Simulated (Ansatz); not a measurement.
Basis-set extrapolation for `C[OH+][B-](Cl)(Cl)Cl` (PBE0-D4/def2-TZVP geometry, frozen core, Ansatz). Multiplicity 1, RHF reference.

```tsv
	def2-TZVPP	def2-QZVPP
HF	-1518.456321	-1518.500507
MP2 correlation	-1.103457	-1.201078
CCSD(T) correlation	-1.211302	not run
```

Energies in hartree. Use E(X) = E(∞) + A·exp(−7.88·√X) for Hartree–Fock and E(X) = E(∞) + B·X^(−2.97) for correlation, with X = 3 and 4, and add CCSD(T) minus MP2 of the smaller set to the MP2 limit.

Problem. What is the CCSD(T) energy at the basis-set limit?

Solution. HF limit: -1518.500507 + (-0.044186) × 0.13774 = -1518.50659. MP2 limit: -1.201078 + (-0.097621) × 0.74074 = -1.27339. Higher-order term: -1.211302 − (-1.103457) = -0.10785. Total: -1519.88783 hartree, 138.2 kcal/mol below CCSD(T)/def2-TZVPP.
